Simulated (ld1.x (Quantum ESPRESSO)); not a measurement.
# Which change was made? (Ti, TM semilocal)

Ti, norm-conserving Troullier–Martins (semilocal form), made with ld1.x (Quantum ESPRESSO) 7.5 (PW91, scalar-relativistic). Core [Ar], reference 3d2 4s1 4p1. Waves: 4s (bound): rc 2.00 bohr; 4p (bound): rc 3.40 bohr; 3d (bound): rc 1.50 bohr. Local part: the d channel. Core correction: a·sin(br)/r model core inside 1.40 bohr.

Cutoffs, loose and tight: the cutoffs (Ry, on a coarse ladder) from which the occupation-weighted sum of valence levels, in a spherical-Bessel basis at the reference potential, stays within 10 and 1 mRy of its value at 400 Ry. They do not see the model core or the augmentation charge, which bear on the density cutoff. Test errors are all-electron minus pseudo excitation energies from the reference, over the configurations 3d2 4s2 4p0; 3d2 4s1 4p0; 3d2 4s0 4p0; 3d2.5 4s1.5 4p0; 3d1 4s2 4p1; 3d1 4s0 4p0; 3d2 4s0 4p1; variants that change the core or the reference have their own tests. The largest error is taken over the tests solved by every variant that gives reliable tests at all, those not shown here included: 3d1 4s0 4p0; 3d2 4s0 4p0; 3d2 4s0 4p1; 3d2 4s1 4p0; 3d2 4s2 4p0; 3d2.5 4s1.5 4p0.

The base gives: outcome: generated; cutoff, loose: 80 Ry; cutoff, tight: 90 Ry; bound ghosts: none; largest test error (meV): -457.

(1) After one change the result is: outcome: generated; cutoff, loose: 120 Ry; cutoff, tight: 160 Ry; bound ghosts: s; largest test error (meV): no test is counted, since the test run did not reproduce the reference configuration. Which change was it?
A. all radii but the core radius scaled by about 1.19 (s 2.38, p 4.06, d 1.78 bohr)
B. all radii but the core radius scaled by about 1.38 (s 2.76, p 4.70, d 2.08 bohr)
C. all radii but the core radius scaled by about 0.75 (s 1.50, p 2.56, d 1.14 bohr)
D. all radii but the core radius scaled by about 0.87 (s 1.74, p 2.96, d 1.30 bohr)

Results:

(1) C. The others give: all radii but the core radius scaled by about 1.38 (s 2.76, p 4.70, d 2.08 bohr) → outcome: generated; cutoff, loose: 50 Ry; cutoff, tight: 55 Ry; bound ghosts: none; largest test error (meV): -361 | all radii but the core radius scaled by about 0.87 (s 1.74, p 2.96, d 1.30 bohr) → outcome: generated; cutoff, loose: 100 Ry; cutoff, tight: 120 Ry; bound ghosts: none; largest test error (meV): -535 | all radii but the core radius scaled by about 1.19 (s 2.38, p 4.06, d 1.78 bohr) → outcome: generated; cutoff, loose: 60 Ry; cutoff, tight: 70 Ry; bound ghosts: none; largest test error (meV): -388.
